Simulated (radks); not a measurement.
Problem. Species: Ni23+. Configuration: [He] 2s2 2p1 (the NIST ground configuration). Calculated with a radial shooting solver on a logarithmic mesh with Libxc functionals: scalar-relativistic Kohn-Sham, PBEsol, spin-polarised, spherical densities, finite nucleus; open shells are filled with parallel spins first; Fermi nuclear charge, rms radius 3.7757 fm. Some entries of the table are withheld. Estimate them.

orbital  occ.  eigenvalue (eV)  <1/r> (bohr^-1)
1s up       1        -9653.799            28.17
1s down     1        -9646.406            28.18
2s up       1              (1)            6.638
2s down     1              (2)            6.610
2p up       1              (3)            6.505
2p down     0              (4)            6.486
3s up       0        -897.6457            2.820
3s down     0        -894.1075            2.811
3p up       0        -870.7033            2.774
3p down     0        -866.6923            2.767

Solution. 
(1) 2s up eigenvalue (eV): -2147.963
(2) 2s down eigenvalue (eV): -2134.472
(3) 2p up eigenvalue (eV): -2062.335
(4) 2p down eigenvalue (eV): -2045.779
